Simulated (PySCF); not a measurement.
Below is a simulated gas-phase B 1s photoelectron spectrum of `BOBN[SiH3]`.

Every computed line was given a Gaussian of 1.0 eV full width at half maximum and an area set by the number of equivalent atoms; the highest printed point is 100. Method used: PySCF 2.14.0, delta-SCF UKS SCAN, pcX-2 on the ionised atom, pcseg-1 elsewhere, spin-free X2C.

(binding energy (eV), intensity): (195.5, 0), (195.6, 1), (195.7, 2), (195.8, 3), (195.9, 6), (196.0, 10), (196.1, 16), (196.2, 24), (196.3, 35), (196.4, 48), (196.5, 62), (196.6, 76), (196.7, 88), (196.8, 96), (196.9, 100), (197.0, 98), (197.1, 91), (197.2, 80), (197.3, 67), (197.4, 52), (197.5, 39), (197.6, 28), (197.7, 18), (197.8, 12), (197.9, 7), (198.0, 4), (198.1, 2), (198.2, 1), (198.3, 1), (198.4, 0)

Problem. How many maxima does the curve show, and how many computed lines lie under it?

Solution. The curve has 1 maximum (at 196.9 eV). Under it lie 2 lines from 2 inequivalent boron sites. At this width some lines have no maximum of their own.

Problem. Decompose the envelope and assign each component. Numbering: `[BH2:1][O:2][BH:3][NH:4][SiH3:5]`.

Solution. 
| position (eV) | relative area | line | atoms | environment |
| --- | --- | --- | --- | --- |
| 196.90 | 1 | B 1s | B3 | three-coordinate boron |
| 196.93 | 1 | B 1s | B1 | three-coordinate boron |

Problem. What are the centre and the root-mean-square width of the whole band?

Solution. The area-weighted mean of the lines is 196.92 eV. Their own spread about it is 0.01 eV (rms) and each Gaussian has σ = 1.0/2.355 = 0.42 eV; the variances add, which gives 0.42 eV.

Problem. Above which line width would these two lines show one maximum?

Solution. Two equal Gaussians merge once their distance is under 2σ = FWHM/1.177. With 0.03 eV between them that is a full width over 0.04 eV.

The 2 B 1s values lie within 0.03 eV of each other; Gaussian lines of 0.5 eV full width would blend them into one maximum.

The curve has no shake-up lines and no vibrational structure. One conformer (not necessarily the lowest) at the PBE0-D3(BJ)/def2-SVP geometry, without solvent, vibrations or thermal averaging.

The run took 31 s on Arm Neoverse V1, one thread, no GPU (shared host), and the process peaked at 0.51 GiB of memory.

Conformer computed: `[BH2:1][O:2][BH:3][NH:4][SiH3:5]`: B1–O2–B3–N4 99°, O2–B3–N4–Si5 177°.
